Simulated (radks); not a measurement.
The numbers below are computed, except where a source is named.
Charge is removed step by step from the 4f up level of Ce3+, starting from [Xe] 4f(up 1, down 0). Code: a radial shooting solver on a logarithmic mesh with Libxc functionals. Model: scalar-relativistic Kohn-Sham, PBE, spin-polarised, spherical densities, finite nucleus; Fermi nuclear charge, rms radius 4.8771 fm.

removed (e),E - E(0) (eV),eigenvalue (eV),E minus straight line (eV)
0,0.000,-28.971,0.000
0.1,2.987,-30.687,-0.807
0.2,6.147,-32.428,-1.441
0.3,9.483,-34.193,-1.899
0.4,12.996,-35.983,-2.180
0.5,16.689,-37.796,-2.280
0.6,20.565,-39.633,-2.198
0.7,24.626,-41.491,-1.931
0.8,28.874,-43.372,-1.477
0.9,33.311,-45.274,-0.834
1,37.939,-47.197,0.000

Removing the whole electron costs 37.939 eV by Delta-SCF, against 28.971 eV from minus the eigenvalue at the starting occupation. Slater's transition state (half an electron removed) gives 37.796 eV. Integrating minus the eigenvalue over the occupation (Janak's theorem) gives 37.892 eV. In this scalar-relativistic scheme the density is built from large components alone, so the theorem holds only approximately. The mean slope of the eigenvalue, de/dn, is 18.2 eV per electron. Ionisation energy of Ce3+ in the NIST Atomic Spectra Database: 36.91 eV (semi-empirical).
